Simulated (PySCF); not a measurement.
Compound: isobutyl acetate, C6H12O2.
SMILES: `O=C(C)OCC(C)C`

Torsions of this conformer, `[CH3:1][C:2](=[O:3])[O:4][CH2:5][CH:6]([CH3:7])[CH3:8]`: C1–C2–O4–C5 -178°, C2–O4–C5–C6 85°, O4–C5–C6–C7 58°.

The closed-shell ground state was solved at several levels (PySCF, density fitting, gas phase, non-relativistic). The structure is a single PBE0-D3(BJ)/def2-SVP conformer in the gas phase; no vibrational or solvent corrections.

| level | basis functions | HOMO (eV) | LUMO (eV) | gap (eV) | dipole (D) |
| --- | --- | --- | --- | --- | --- |
| PBE0/def2-SVP | 172 | -7.80 | 0.53 | 8.33 | 1.67 |
| PBE0/aug-cc-pVDZ | 292 | -7.92 | -0.10 | 7.82 | 1.78 |
| CAM-B3LYP/def2-SVPD | 262 | -9.52 | 1.20 | 10.72 | 1.83 |
| B97-2/pcSseg-1 | 196 | -7.63 | 0.31 | 7.94 | 1.76 |
| PBE0/6-31G* | 136 | -7.62 | 0.72 | 8.34 | 1.67 |
| PBE0/pcSseg-1 | 196 | -7.93 | 0.39 | 8.32 | 1.76 |

Q: What might PBE0/6-31+G* (168 basis functions) give for the same quantities?

A: HOMO -7.95 eV, LUMO 0.27 eV, gap 8.22 eV, dipole 1.80 D.

Q: Over all these levels, which gives the widest orbital gap and which the narrowest?

A: CAM-B3LYP/def2-SVPD (range-separated hybrid) has the widest, 10.72 eV, and PBE0/aug-cc-pVDZ (global hybrid, 25 % exact exchange) the narrowest, 7.82 eV. Functional and basis both differ between the two, so the spread mixes both effects.

Q: How much does the basis alone move the frontier levels among the 5 PBE0 rows (the withheld one included)?

A: The HOMO by 0.33 eV and the LUMO by 0.82 eV. By rising basis size (HOMO, LUMO in eV): 6-31G* -7.62, 0.72; 6-31+G* -7.95, 0.27; def2-SVP -7.80, 0.53; pcSseg-1 -7.93, 0.39; aug-cc-pVDZ -7.92, -0.10.

Q: How far do the dipole and the HOMO energy spread over the levels?

A: The dipole runs from 1.67 to 1.83 D (mean 1.75 D) and the HOMO from -9.52 to -7.62 eV.
